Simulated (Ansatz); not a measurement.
Consider the redistribution: `[SH][InH2]` + `NC[O][SbH2]` → `NC[O][InH2]` + `[SH][SbH2]`.

Isolated molecules relaxed with PBE0-D4/def2-TZVP in Ansatz; ΔE leaves out vibrations. CBS: MP2 limit from def2 TZ/QZ plus the TZ coupled-cluster correction, frozen cores. Elements past krypton have def2 core potentials. For In, Sb outer-core shells are correlated without core-valence functions, which leaves a few kJ/mol of doubt a bond. Each species was taken in one conformer, which may not be the lowest.

```json
{"level": "SCS-MP2/def2-TZVPP", "ΔE (eV)": "0.21"}
{"level": "HF/CBS(def2)", "ΔE (eV)": "0.22"}
```

Question: What does CCSD(T)/CBS give? (Best estimate.)

Answer: Computed: +0.18 eV. The listed levels differ from it by 0.03, 0.04 eV.

Largest T1 diagnostic among the species: 0.016.

The D4 term adds +0.03 eV with B3LYP and +0.02 eV with PBE0; it sums over pairs of atoms, weighted by their polarisabilities, and B3LYP, whose exchange is more repulsive, gets the larger term. From PBE to PBE0 (25 % exact exchange), in def2-TZVPP and without D4, ΔE moves by +0.04 eV.

B3LYP here is the variant with VWN-RPA as its local correlation; programs differ in this.
